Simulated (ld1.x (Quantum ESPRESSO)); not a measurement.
What one change does to a pseudopotential (tin (Sn), PAW)

Sn, PAW, made with ld1.x (Quantum ESPRESSO) 7.5 (PBE, scalar-relativistic). Core [Kr], reference 4d10 5s2 5p0 (charge +2). Waves: 5s (bound): rcut 1.65, rcutus 2.00 bohr; 5s channel at -0.65 Ry: rcut 1.65, rcutus 2.00 bohr; 5p (bound, empty): rcut 1.70, rcutus 2.35 bohr; 5p channel at -1 Ry: rcut 1.70, rcutus 2.35 bohr; 4d (bound): rcut 1.15, rcutus 1.35 bohr; 4d channel at -2 Ry: rcut 1.15, rcutus 1.35 bohr. Local part: all-electron potential smoothed inside 1.80 bohr (lloc = -1). Core correction: Bessel-smoothed model core inside 0.80 bohr. Augmentation charge: BESSEL, radius 0.85 bohr.

Change: waves 5s (bound): rcut 1.65, rcutus 2.08 bohr; 5s channel at -0.65 Ry: rcut 1.65, rcutus 2.08 bohr.

Cutoffs: the cutoffs (Ry, on a coarse ladder) from which the occupation-weighted sum of valence levels, in a spherical-Bessel basis at the reference potential, stays within 10 and 1 mRy of its value at 400 Ry; they do not see the model core or the augmentation charge, which bear on the density cutoff. Errors are all-electron minus pseudo energies relative to the spin-unpolarised reference configuration.

How do hardness, ghosts and transferability respond?

The potential gets neither clearly harder nor softer (90 Ry and 140 Ry → 90 Ry and 140 Ry); the d channel sets the loose cutoff, while the largest relative change is in s, which becomes softer; of the 7 tests that both files solve, the error grows in 0 and shrinks in 4 by more than 15 % and 0.3 meV (median size 9.1 → 6.9 meV); neither file shows a bound ghost. That the errors move this way runs against the usual rule that smaller radii transfer better.

| quantity | base | changed |
| --- | --- | --- |
| cutoff, loose | 90 Ry | 90 Ry |
| cutoff, tight | 140 Ry | 140 Ry |
| loose cutoff by channel (10 mRy a level) | s 8 Ry, d 55 Ry | s 6 Ry, d 55 Ry |
| bound ghosts | none | none |
| error for 4d10 5s2 5p2, meV [ΔE -20.83 eV] | +9.1 | +8.3 |
| error for 4d10 5s2 5p1, meV [ΔE -13.95 eV] | +5.1 | +4.9 |
| error for 4d10 5s1 5p0, meV [ΔE 30.97 eV] | -6.8 | -2.1 |
| error for 4d10 5s2 5p2.3, meV [ΔE -21.68 eV] | +9.8 | +8.9 |
| error for 4d10 5s0 5p0, meV [ΔE 72.10 eV] | -26 | -17 |
| error for 4d10 5s0 5p4, meV [ΔE -6.64 eV] | +14 | +6.9 |
| error for 4d10 5s1 5p2, meV [ΔE -6.30 eV] | +6.2 | +4.2 |
| s: phases at 2.54 bohr within 0.05 rad from the reference energy up to (Ry; the scan ends near 5) | 0.4 | 0.6 |
| p: phases at 2.54 bohr within 0.05 rad from the reference energy up to (Ry; the scan ends near 5) | 2.8 | 2.8 |
| d: phases at 2.54 bohr within 0.05 rad from the reference energy up to (Ry; the scan ends near 5) | to the end of the scan | to the end of the scan |
| lowest overlap eigenvalue by channel | s 0.42, p 0.51, d 0.96 | s 0.37, p 0.51, d 0.96 |
